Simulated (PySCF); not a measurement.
methylsilane (CH$_{6}$Si), singlet, geometry from GFN2-xTB. Base run: PBE0/6-31G (PySCF).

Input for PySCF:
```python
from pyscf import gto, scf, dft, solvent

mol = gto.M(
    atom='''
C    -0.012982    0.003921   -1.250229
Si    0.006698   -0.002023    0.645100
H    -0.011472   -1.007123   -1.648301
H    -0.896506    0.506413   -1.634364
H     0.856732    0.516187   -1.652539
H     0.004136    1.376816    1.139467
H    -1.179771   -0.700412    1.145246
H     1.210993   -0.687083    1.120463
''',
    basis='6-31g',
    charge=0,
    spin=0,
    verbose=4,
)

mf = dft.RKS(mol)
mf.xc = 'pbe0'
mf.kernel()
mf.analyze()
```

Base: dipole (D) 0.61; HOMO-LUMO gap (eV) 10.52.

A changed run: ΔE vs base (kJ/mol) -2.79; dipole (D) 0.78; HOMO-LUMO gap (eV) 10.49.

Question: Name the change that produced these shifts.
A. model = IEF-PCM; solvent = chloroform
B. model = IEF-PCM; solvent = dimethylsulfoxide; vdw_scale = 1.1
C. model = IEF-PCM; solvent = dimethylsulfoxide
D. model = IEF-PCM; solvent = dimethylsulfoxide; lebedev_order = 41
E. model = IEF-PCM; solvent = acetonitrile

Answer: B, model = IEF-PCM; solvent = dimethylsulfoxide; vdw_scale = 1.1

The base is the gas phase, so ΔE is the electrostatic part of solvation at a fixed geometry, without cavity and dispersion terms.
